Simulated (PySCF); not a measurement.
C6H7NO.
Numbering: `[CH3:1][C:2](=[O:3])[c:4]1[cH:5][cH:6][nH:7][cH:8]1` (hydrogens: H9, H10, H11 on C1; H12 on C5; H13 on C6; H14 on N7; H15 on C8)

Computed with PBE/def2-SV(P) geometry optimisation, gas phase in PySCF.

List the bond lengths, angles and torsions at this level.

| bond | length (Å) | order |
| --- | --- | --- |
| C1–C2 | 1.524 | single |
| C2=O3 | 1.230 | double |
| C2–C4 | 1.480 | single |
| C4–C5 | 1.439 | aromatic |
| C5–C6 | 1.386 | aromatic |
| C6–N7 | 1.385 | aromatic |
| N7–C8 | 1.366 | aromatic |
| C4–C8 | 1.401 | aromatic |
| C1–H9, C1–H10, C1–H11 | 1.112 | single |
| C5–H12 | 1.097 | single |
| C6–H13 | 1.097 | single |
| N7–H14 | 1.021 | single |
| C8–H15 | 1.096 | single |

Bonds in one row agree within 0.01 Å and their mean is given. Orders are formal, as drawn. A selection of angles:
| angle | degrees |
| --- | --- |
| C2–C1–H9 | 110.8 |
| C2–C1–H11 | 109.2 |
| H9–C1–H10 | 106.9 |
| H9–C1–H11 | 109.4 |
| C1–C2–O3 | 121.4 |
| C1–C2–C4 | 117.1 |
| O3–C2–C4 | 121.4 |
| C2–C4–C5 | 129.8 |
| C2–C4–C8 | 123.3 |
| C5–C4–C8 | 106.8 |
| C4–C5–C6 | 107.3 |
| C4–C5–H12 | 126.9 |
| C6–C5–H12 | 125.7 |
| C5–C6–N7 | 107.7 |
| C5–C6–H13 | 131.3 |
| N7–C6–H13 | 121.1 |
| C6–N7–C8 | 110.3 |
| C6–N7–H14 | 124.8 |
| C8–N7–H14 | 124.9 |
| N7–C8–H15 | 122.9 |
| C4–C8–N7 | 107.8 |
| C4–C8–H15 | 129.3 |

Torsions: C1–C2–C4–C5 0° (synperiplanar).

The 5 C–C bonds span 1.386 Å (C5–C6, aromatic) to 1.524 Å (C1–C2, drawn single), a spread of 0.138 Å. The 5-membered ring C4–C5–C6–N7–C8 has internal angles of 106.8° to 110.3°; it is planar, 0.00 Å rms from its mean plane, widest ring torsion 0°. Of the pairs four or more bonds apart, C1···H12 is among the closest relative to their van der Waals radii: 2.96 Å, 102 % of the sum of Bondi's values. N7 (pyrrole-type nitrogen) is planar (angles 124.9°, 124.8° and 110.3°, sum 360.0°, 0.00 Å off the plane of its three neighbours). The 8 heavy atoms lie in one plane (0.002 Å rms).

Point group: Cs (every atom within 0.08 Å of its image). Not checked by PBE/def2-SV(P) frequencies. One conformer, not necessarily the lowest.

Time: 64 s wall; peak memory 0.51 GiB. Hardware: one thread, Arm Neoverse V1 (aarch64), shared host. These figures are those of the optimisation.
